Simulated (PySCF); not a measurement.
## Ar²⁺: excitation energy

Ar²⁺ [Ne] 3s2 3p4 (3P) → Ar²⁺ [Ne] 3s1 3p5 (3P), as a difference of total energies. All numbers are calculated (PySCF 2.14, the non-relativistic Hamiltonian (point nucleus), in aug-cc-pV(T+d)Z (6s5p4d2f, 55 functions)). Correlated levels: valence: [Ne] frozen. The calculations carry no spin-orbit coupling.

```
           method  excitation energy (eV)
              UHF                  17.055
              LDA                  14.561
              PBE                  14.656
           r2SCAN                  15.038
           M06-2X                  15.245
            wB97X                  15.340
          r2SCAN0                  15.508
    MP2 (valence)                  15.538
SCS-MP2 (valence)                  15.346
```

Task: Estimate what PBE0 gives.

Result: 15.281 eV, closest to M06-2X among the rows shown.

Task: Estimate what HSE06 gives.

Result: 15.288 eV, closest to M06-2X among the rows shown.
